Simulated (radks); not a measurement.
Results of a calculation; reference values are marked as such.
These are the eigenvalues of the occupied orbitals of an atom or ion with whole-number occupations (eV). Code: a radial shooting solver on a logarithmic mesh with Libxc functionals. Model: scalar-relativistic Kohn-Sham, BP86, spin-polarised, spherical densities, point nucleus.

1s up: -77657.37
1s down: -77657.15
2s up: -16512.09
2s down: -16490.21
2p up: -14865.74
2p down: -14848.27
3p up: -5723.190
3p down: -5689.590
3d up: -5260.717
4f up: -2654.649

Which element is it, and in what charge state? The configuration may be excited. Open shells, if any, are filled with parallel spins first.

Answer. Z = 76, osmium, charge +54: Os54+ in [Ne] 3p6 3d4 4f2. The list shows which subshells hold electrons but not how many an open one holds; the 1s level, -2853.9 hartree, gives Z - s = 75.5 by -(Z - s)^2/2, which with screening and relativity narrows Z to a few neighbours, and the depths of the outer levels then fix element, charge and occupations together.
